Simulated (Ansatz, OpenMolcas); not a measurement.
**How methods differ on CH7GaSi (SMILES [CH3][GaH][SiH3])**

CH7GaSi: 10 atoms, total charge 0, spin state singlet. As SMILES, `[CH3][GaH][SiH3]`. The coordinates come from a PBE0-D4/def2-TZVP relaxation.

| atom | x (Å) | y (Å) | z (Å) |
| --- | --- | --- | --- |
| C | -1.1233 | 1.3941 | -0.6192 |
| Ga | 0.5615 | 0.6593 | 0.0933 |
| Si | 0.7867 | -1.7053 | 0.5507 |
| H | -1.9243 | 0.6566 | -0.6704 |
| H | -0.9470 | 1.7854 | -1.6260 |
| H | -1.4542 | 2.2365 | -0.0057 |
| H | 1.7596 | 1.6546 | 0.3460 |
| H | 0.5310 | -2.4962 | -0.6888 |
| H | 2.1250 | -2.1009 | 1.0697 |
| H | -0.2317 | -2.1351 | 1.5533 |

Each level gives the energy change with the C1–H6 bond stretched from 1.093 to 1.421 Å (eV). The values are calculated.

```tsv
level	kind	program	value (eV)	CPU time (all runs)
HF/6-31G* (spherical functions) (restricted)	Hartree–Fock	Ansatz	1.13	5.6 s
PBE/6-31G* (spherical functions) (restricted)	GGA	Ansatz	0.91	14 s
M06-L/6-31G* (spherical functions) (restricted)	meta-GGA	OpenMolcas	1.01	1.9 min
TPSS/6-31G* (spherical functions) (restricted)	meta-GGA	OpenMolcas	0.94	1.8 min
M06-2X/6-31G* (spherical functions) (restricted)	hybrid meta-GGA	OpenMolcas	1.02	92 s
PBE0/6-31G* (spherical functions) (restricted)	global hybrid	Ansatz	1.01	19 s
wB97X/6-31G* (spherical functions) (restricted)	range-separated hybrid	Ansatz	1.03	71 s
B2PLYP/6-31G* (spherical functions) (restricted)	double hybrid	OpenMolcas	1.01	52 s
RPA@PBE0/6-31G* (spherical functions) (restricted)	RPA	Ansatz	0.97	33 s
CCSD/6-31G* (spherical functions) (restricted)	coupled cluster or CI	Ansatz	0.97	22 s
```

All-electron rows without a relativistic Hamiltonian named are non-relativistic. The first shape isn't each level's own minimum. The values span 0.91 to 1.13 eV. In the correlated wave-function rows the outer d shell of Ga is correlated, in sets not made for it. Times are those of the runs behind each value, whatever else they computed, on shared processors of several kinds: orders of magnitude only.
